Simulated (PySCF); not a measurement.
C₃H₉B. Atoms are numbered in the order given.

```xyz
13

B     -0.0233    -0.0057     0.0000
C      0.0132     1.5673     0.0000
H      0.4619     2.0136     0.9008
H     -1.0504     1.8807     0.0000
H      0.4619     2.0136    -0.9008
C     -0.0121    -0.7846     1.3675
H      1.0576    -0.9300     1.6193
H     -0.4622    -1.7881     1.3312
H     -0.4408    -0.2159     2.2075
C     -0.0121    -0.7846    -1.3675
H     -0.4622    -1.7881    -1.3312
H      1.0576    -0.9300    -1.6193
H     -0.4408    -0.2159    -2.2075
```
Charge 0, spin multiplicity 1.

Coordinates come from a PBE0-D3(BJ)/def2-SVP optimisation. The isomer is the one that the SMILES or the coordinates give; other isomers of the formula were not compared.

Level of theory: PBE/def2-TZVP (PySCF).

Gas-phase values at a fixed geometry.

Computed frontier levels, gap, dipole moment and polarisability:
```json
{
  "highest_occupied_level": "-7.10 eV",
  "lowest_empty_level": "-1.15 eV",
  "orbital_gap": "5.96 eV",
  "dipole_moment": "0.10 D",
  "quadrupole, principal values (traceless, Buckingham form, about the centre of nuclear charge)": "-1.07, -0.88, 1.95 D·Å",
  "mean_static_polarisability": "54.1 bohr³ (8.02 Å³)",
  "polarisability_principal_values": "45.4, 58.4, 58.5 bohr³"
}
```
